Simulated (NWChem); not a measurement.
Species: SiH$_{4}$O$_{2}$; SMILES O[SiH2]O

```xyz
7

Si     0.0000     0.0000    -0.4255
O     -1.3853     0.0511     0.4893
O      1.3853    -0.0511     0.4893
H     -0.0651     1.2367    -1.2500
H      0.0651    -1.2367    -1.2500
H     -1.5866    -0.7328     1.0090
H      1.5866     0.7328     1.0090
```
Atoms are numbered in this order, from 1.

STO-3G and 3-21G are far too small for this property and stand as cheap habits. Structure relaxed at the PBE0/def2-SVP level.

Task: Give the principal values of the shielding tensors (ppm) of Si1, O2 from Hartree-Fock/STO-3G, GIAO (NWChem), with their diamagnetic and paramagnetic parts as GIAO splits them.

Result: 
```tsv
atom	σ11	σ22	σ33	isotropic	diamagnetic	paramagnetic
Si1	543.6	589.3	633.6	588.8	866.1	-277.3
O2	345.0	456.4	531.4	444.3	380.0	64.3
```
